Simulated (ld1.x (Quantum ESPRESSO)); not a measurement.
# How hard is this Tc (Z = 43) TM potential?

technetium (Tc), norm-conserving Troullier–Martins (Kleinman–Bylander form), made with ld1.x (Quantum ESPRESSO) 7.5 (PBE, scalar-relativistic). Core [Ar] 3d10 4s2, reference 4p6 4d5 5s1 5p0 (charge +1). Waves: 5s (bound): rc 1.95 bohr; 4d (bound): rc 2.20 bohr; 4p (bound): rc 1.95 bohr. Local part: the p channel. Core correction: Bessel-smoothed model core inside 1.40 bohr.

The pseudo-atom Hamiltonian at the reference potential is diagonalised in spherical Bessel functions j_l(qr) that vanish at 20 bohr, with q² up to the cutoff. All-electron valence levels (Ry): 5s -0.8374, 4d -1.0360, 4p -3.8897, 5p -0.5048.

Q: How do the lowest levels (Ry) of each channel move with the cutoff, and are there ghosts?

A:

```csv
cutoff (Ry),s #1,s #2,s #3,d #1,d #2,p #1,p #2,p #3,f #1,f #2,Σ f·Δε (mRy)
8,-1.1122,-0.3796,-0.1586,-0.5150,-0.1325,-3.0392,-0.4151,-0.1291,-0.0615,0.0303,7983.2
10,-1.5982,-0.6818,-0.2149,-0.6051,-0.1430,-3.3527,-0.4442,-0.1364,-0.0615,0.0302,5532.6
15,-2.6134,-0.8135,-0.2293,-0.7884,-0.1595,-3.7755,-0.4944,-0.1487,-0.0616,0.0300,1947.4
21,-3.0131,-0.8351,-0.2319,-0.9548,-0.1717,-3.8707,-0.5127,-0.1532,-0.0616,0.0299,522.6
25,-3.0361,-0.8356,-0.2320,-0.9923,-0.1743,-3.8866,-0.5178,-0.1545,-0.0616,0.0299,238.8
30,-3.0397,-0.8358,-0.2320,-1.0225,-0.1765,-3.8892,-0.5193,-0.1549,-0.0616,0.0299,72.3
40,-3.0420,-0.8364,-0.2322,-1.0356,-0.1775,-3.8893,-0.5196,-0.1550,-0.0616,0.0299,5.1
50,-3.0423,-0.8366,-0.2322,-1.0359,-0.1775,-3.8896,-0.5196,-0.1550,-0.0616,0.0299,1.8
55,-3.0426,-0.8368,-0.2323,-1.0359,-0.1775,-3.8897,-0.5196,-0.1550,-0.0616,0.0299,1.2
60,-3.0428,-0.8370,-0.2323,-1.0360,-0.1776,-3.8897,-0.5196,-0.1550,-0.0616,0.0299,0.8
80,-3.0431,-0.8371,-0.2323,-1.0360,-0.1776,-3.8897,-0.5196,-0.1550,-0.0616,0.0299,0.3
400,-3.0440,-0.8374,-0.2324,-1.0360,-0.1776,-3.8897,-0.5196,-0.1550,-0.0616,0.0299,0.0
```

Result: ghost state, extra bound levels that the all-electron valence spectrum of the same l lacks: s at -41.4 eV (a true bound ghost makes a file unfit for plane-wave use); 10 mRy is reached at 40 Ry and 1 mRy at 60 Ry.
